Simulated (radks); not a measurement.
The lutetium ion Lu2+, configuration [Kr] 4d10 4f14 5s1.75 5p6 6s1.25 (fractional occupations, a model configuration). Calculated with a radial shooting solver on a logarithmic mesh with Libxc functionals: scalar-relativistic Kohn-Sham, exchange-only r2SCAN, spin-unpolarised, spherical densities, finite nucleus; meta-GGA in the generalised Kohn-Sham scheme; Fermi nuclear charge, rms radius 5.37 fm.

Local quantities along the radius. ELF = 1/(1 + alpha^2) is the electron localisation function; alpha = (tau - tau_W)/tau_unif compares the Pauli kinetic energy density with that of the uniform gas. tau is taken from the large components.

r (bohr)	ELF	alpha
0.0008201	0.999	0.02308
0.001111	0.999	0.02395
0.001506	0.999	0.02563
0.002041	0.999	0.02854
0.002745	0.999	0.03324
0.00372	0.998	0.04137
0.005041	0.997	0.05580
0.006832	0.993	0.08337
0.00926	0.980	0.1414
0.01255	0.929	0.2772
0.01701	0.731	0.6063
0.02305	0.409	1.201
0.03099	0.345	1.378
0.042	0.576	0.8583
0.05692	0.742	0.5891
0.07714	0.604	0.8102
0.1046	0.343	1.385
0.1417	0.560	0.8869
0.192	0.727	0.6132
0.2603	0.366	1.316
0.3499	0.375	1.290
0.4742	0.710	0.6390
0.6427	0.568	0.8712
0.871	0.342	1.389
1.18	0.500	1.000
1.6	0.497	1.006
2.168	0.149	2.393
2.939	0.162	2.277
3.951	0.809	0.4859
5.354	0.969	0.1776
7.257	0.972	0.1708

On this mesh the ELF has minima near r = 0.027, 0.10, 0.30, 0.87, 2.5 bohr, which separate the shells, and maxima near 0.057 (0.74), 0.19 (0.73), 0.47 (0.71), 1.4 (0.55), 6.2 (0.98).

Self-consistent cycle (total energy in hartree, residual of the potential): 1: -14535.41863, 1e+01; 2: -14553.45912, 5e+00; 3: -14556.87490, 2e+00; 4: -14556.47738, 2e+00; 5: -14557.48510, 3e-01; 6: -14557.50295, 1e-01; 7: -14557.50610, 4e-02; 8: -14557.50651, 1e-02; 9: -14557.50653, 3e-03; 10: -14557.50653, 1e-03; 11: -14557.50653, 2e-04; 12: -14557.50653, 6e-05; 13: -14557.50653, 2e-06.
